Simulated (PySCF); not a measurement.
## Electronic structure of B²⁺ (boron, charge +2) at the UHF level

Configuration: [He] 2s1, 2S determinant. All numbers are calculated (PySCF 2.14, the non-relativistic Hamiltonian (point nucleus), in dyall-av3z).

```
Total energy                                     : -23.376036 hartree
One-electron energy                              : -27.7466 hartree
Hartree (Coulomb) energy                         : 7.6014 hartree
Exchange energy                                  : -3.2308 hartree
Kinetic energy                                   : 23.37625 hartree
⟨S²⟩                                             : 0.7500
⟨L²⟩                                             : 0.000
Sum of ⟨r⟩                                       : 2.287 bohr
Sum of ⟨r²⟩                                      : 3.414 bohr²
Density at the nucleus (Gaussians lack the cusp) : 70.8 bohr⁻³
Spin density at the nucleus                      : 2.46 bohr⁻³
Langevin diamagnetic susceptibility              : -2.70 ×10⁻⁶ cm³/mol
```

| shell | electrons | mean orbital energy (eV) | rms radius, mean of both spins (bohr) |
| --- | --- | --- | --- |
| 1s α | 1 | -240.54 | 0.377 |
| 1s β | 1 | -238.80 | 0.377 |
| 2s α | 1 | -37.823 | 1.77 |
